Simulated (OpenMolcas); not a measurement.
Multiplet structure of Si²⁺

- Program: OpenMolcas 26.06
- Method: CASSCF
- Basis: ANO-RCC-VTZP [5s4p2d1f]
- Scalar Hamiltonian: DKH2, point nucleus
- Active space: 2 electrons in 4 orbitals (3s 3p)
- State averaging: 2S+1 = 3 even, 3 roots; 2S+1 = 1 even, 7 roots; 2S+1 = 3 odd, 3 roots; 2S+1 = 1 odd, 3 roots
- Spin-orbit coupling: RASSI with atomic mean-field integrals over the reference wave functions, term energies averaged over their components

Spin-free terms above the lowest, with the occupations of the reference:

```json
{"Configuration": "3s2", "Term": "1S", "E (cm-1)": "0.0", "Occupations": "3s 1.90 3p 0.10"}
{"Configuration": "3s 3p", "Term": "3P*", "E (cm-1)": "51878", "Occupations": "3s 1.00 3p 1.00"}
{"Configuration": "3s 3p", "Term": "1P*", "E (cm-1)": "92692", "Occupations": "3s 1.00 3p 1.00"}
{"Configuration": "3p2", "Term": "3P", "E (cm-1)": "129666", "Occupations": "3p 2.00"}
{"Configuration": "3p2", "Term": "1D", "E (cm-1)": "140723", "Occupations": "3p 2.00"}
{"Configuration": "3p2", "Term": "1S", "E (cm-1)": "165365", "Occupations": "3s 0.10 3p 1.90"}
```

With spin-orbit coupling, above the lowest level:

```tsv
Configuration	Term	J	E (cm-1)	Measured (cm-1)	g	Term weight %
3s2	1S	0	0.0	0.0		100
3s 3p	3P*	0	51662	52725		100
3s 3p	3P*	1	51770	52853	1.501	100
3s 3p	3P*	2	51985	53115	1.501	100
3s 3p	1P*	1	92693	82884	1.000	100
3p2	3P	0	129455	129708		100
3p2	3P	1	129562	129842	1.501	100
3p2	3P	2	129768	130101	1.501	100
3p2	1D	2	140725	122215	1.000	100
3p2	1S	0	165368	153444		100
```

Against the 9 measured excited levels shown (NIST levels in Kelleher and Podobedova, J. Phys. Chem. Ref. Data 37, 1285 (2008)) the mean absolute deviation is 4900 cm-1; the largest miss in energy is 3p2 1D2: computed 140725, measured 122215 cm-1 (+15.1 %). Levels of one J stand in another order than measured, so their pairing by name is doubtful.

The ¹D term of p² mixes with s d, which this space lacks. Computed and measured levels are paired by configuration, term and J; levels that our copy of the source lacks, or whose pairing is in doubt (as where it misses far off the trend of its configuration), stay unpaired and out of the deviations. Levels of configurations outside the active space are missing.

The term weight is that of the spin-free term in the level, not the purity of its configuration. * marks odd parity.
